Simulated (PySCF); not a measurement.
**Basis-set dependence of population analyses: `[SiH3]c1ccco1`**

Species: C4H6OSi.
SMILES with atom numbers: `[SiH3:1][c:2]1[cH:3][cH:4][cH:5][o:6]1` (hydrogens: H7, H8, H9 on Si1; H10 on C3; H11 on C4; H12 on C5)

PBE0 throughout (PySCF), one geometry, spherical d and f functions. Geometry: PBE0-D3(BJ)/def2-SVP; no solvent, vibrations or thermal averaging. Atoms taken as equivalent share a column and are averaged. The first 7 of 10 kinds of atom are listed.

Mulliken charges (e):

```json
{"basis": "STO-3G", "functions": "40", "Si1": "+0.554", "C2": "-0.099", "C3": "-0.129", "C4": "-0.128", "C5": "-0.004", "O6": "-0.138", "H7/H8/H9": "-0.108"}
{"basis": "6-31G", "functions": "70", "Si1": "+0.555", "C2": "-0.009", "C3": "-0.229", "C4": "-0.210", "C5": "+0.070", "O6": "-0.485", "H7/H8/H9": "-0.095"}
{"basis": "pcSseg-0", "functions": "70", "Si1": "+0.628", "C2": "-0.162", "C3": "-0.283", "C4": "-0.298", "C5": "+0.114", "O6": "-0.616", "H7/H8/H9": "-0.050"}
{"basis": "6-31G*", "functions": "100", "Si1": "+0.319", "C2": "+0.091", "C3": "-0.214", "C4": "-0.231", "C5": "+0.067", "O6": "-0.407", "H7/H8/H9": "-0.063"}
{"basis": "cc-pVDZ", "functions": "118", "Si1": "+0.262", "C2": "-0.013", "C3": "-0.035", "C4": "-0.057", "C5": "+0.114", "O6": "-0.185", "H7/H8/H9": "-0.047"}
{"basis": "def2-SVP", "functions": "118", "Si1": "+0.408", "C2": "-0.056", "C3": "-0.076", "C4": "-0.071", "C5": "+0.124", "O6": "-0.243", "H7/H8/H9": "-0.069"}
{"basis": "aug-cc-pVDZ", "functions": "196", "Si1": "-0.701", "C2": "-0.350", "C3": "+1.105", "C4": "+0.776", "C5": "+0.335", "O6": "-0.440", "H7/H8/H9": "+0.212"}
{"basis": "6-311+G(2d,p)", "functions": "206", "Si1": "+0.399", "C2": "+0.080", "C3": "-0.293", "C4": "-0.152", "C5": "+0.009", "O6": "-0.237", "H7/H8/H9": "-0.058"}
{"basis": "def2-TZVP", "functions": "228", "Si1": "+0.176", "C2": "+0.045", "C3": "-0.218", "C4": "-0.166", "C5": "-0.002", "O6": "-0.191", "H7/H8/H9": "-0.019"}
{"basis": "cc-pVTZ", "functions": "268", "Si1": "+0.194", "C2": "+0.002", "C3": "-0.166", "C4": "-0.180", "C5": "-0.017", "O6": "-0.138", "H7/H8/H9": "-0.030"}
{"basis": "IGLO-III", "functions": "279", "Si1": "+0.752", "C2": "-0.080", "C3": "-0.130", "C4": "-0.122", "C5": "+0.065", "O6": "-0.272", "H7/H8/H9": "-0.161"}
{"basis": "pcSseg-2", "functions": "307", "Si1": "+0.557", "C2": "+0.019", "C3": "-0.099", "C4": "-0.076", "C5": "+0.166", "O6": "-0.320", "H7/H8/H9": "-0.126"}
```

IAO charges (e):

```tsv
basis	functions	Si1	C2	C3	C4	C5	O6	H7/H8/H9
STO-3G	40	+0.646	-0.182	-0.191	-0.202	-0.048	-0.094	-0.118
6-31G	70	+0.460	-0.118	-0.199	-0.221	-0.007	-0.214	-0.073
pcSseg-0	70	+0.454	-0.130	-0.196	-0.224	+0.005	-0.210	-0.068
6-31G*	100	+0.584	-0.132	-0.190	-0.219	+0.021	-0.227	-0.109
cc-pVDZ	118	+0.576	-0.127	-0.196	-0.223	+0.017	-0.222	-0.107
def2-SVP	118	+0.595	-0.131	-0.191	-0.219	+0.021	-0.221	-0.113
aug-cc-pVDZ	196	+0.579	-0.124	-0.203	-0.228	+0.014	-0.230	-0.106
6-311+G(2d,p)	206	+0.612	-0.134	-0.201	-0.228	+0.015	-0.231	-0.115
def2-TZVP	228	+0.619	-0.135	-0.200	-0.228	+0.018	-0.231	-0.117
cc-pVTZ	268	+0.604	-0.132	-0.200	-0.228	+0.017	-0.230	-0.113
IGLO-III	279	+0.619	-0.134	-0.202	-0.229	+0.015	-0.232	-0.116
pcSseg-2	307	+0.618	-0.135	-0.200	-0.228	+0.017	-0.232	-0.117
```

Task: Which scheme is steadiest as the basis changes?

Result: Largest range over the bases for any column: IAO 0.19 e, Mulliken 1.45 e. IAO charges move least and Mulliken charges most, counted in e. Without the minimal STO-3G basis the ranges are IAO 0.17, Mulliken 1.45 e.

Task: How much do the charges still move between the two largest bases, IGLO-III and pcSseg-2?

Result: At most, over all atoms: Mulliken 0.195 e, IAO 0.002 e.

Task: What do the same runs give for the total energy, the frontier levels and the dipole moment?

Result: 
| basis | energy (Eh) | HOMO (eV) | LUMO (eV) | μ (D) |
| --- | --- | --- | --- | --- |
| STO-3G | -514.1046 | -4.53 | 3.42 | 0.29 |
| 6-31G | -520.2026 | -6.68 | 0.10 | 1.24 |
| pcSseg-0 | -519.4457 | -7.01 | -0.20 | 1.13 |
| 6-31G* | -520.3063 | -6.51 | 0.09 | 1.11 |
| cc-pVDZ | -520.3425 | -6.63 | -0.09 | 0.97 |
| def2-SVP | -520.0718 | -6.75 | -0.19 | 1.01 |
| aug-cc-pVDZ | -520.3553 | -6.74 | -0.36 | 1.00 |
| 6-311+G(2d,p) | -520.4030 | -6.76 | -0.38 | 1.06 |
| def2-TZVP | -520.4247 | -6.75 | -0.33 | 1.06 |
| cc-pVTZ | -520.4194 | -6.72 | -0.27 | 1.04 |
| IGLO-III | -520.4281 | -6.76 | -0.37 | 1.04 |
| pcSseg-2 | -520.4306 | -6.78 | -0.37 | 1.02 |

The dipole is fixed by the density alone, so its range of 0.95 D shows that the density itself changes with the basis, not only its division among atoms.
